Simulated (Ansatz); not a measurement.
Isolated molecules relaxed with PBE0-D4/def2-TZVP in Ansatz; ΔE leaves out vibrations. CCSD(T)/CBS is the MP2 limit (def2-TZVPP, def2-QZVPP) plus CCSD(T) − MP2 in def2-TZVPP, frozen cores. This one scheme is used for every species. DFT in def2-TZVPP. For Br, Ge outer-core shells are correlated without core-valence functions, which leaves a few kJ/mol of doubt a bond. Scalar relativity is left out up to krypton. Each species was taken in one conformer, which may not be the lowest.

Consider the ligand exchange at a Ge–C bond: `[CH3][Ge][Br]` + H₂S → `[SH][Ge][Br]` + CH₄.

```
   level  ΔE (kJ/mol)
BHLYP-D4       -122.6
  r2SCAN       -128.3
```

Question: What does CCSD(T)/CBS give? (Estimate.)

Answer: Ansatz gave: -116.6 kJ/mol. The listed levels differ from it by -6.0, -11.7 kJ/mol.

Largest T1 diagnostic among the species: 0.012.

From PBE to PBE0 (25 % exact exchange), in def2-TZVPP and without D4, ΔE moves by +5.2 kJ/mol. Leaving LDA and LC-ωPBE aside and taking each functional with its dispersion term where it has one, the values, not all of them listed here, spread over 16.6 kJ/mol, from BLYP-D4 to ωB97X-V.
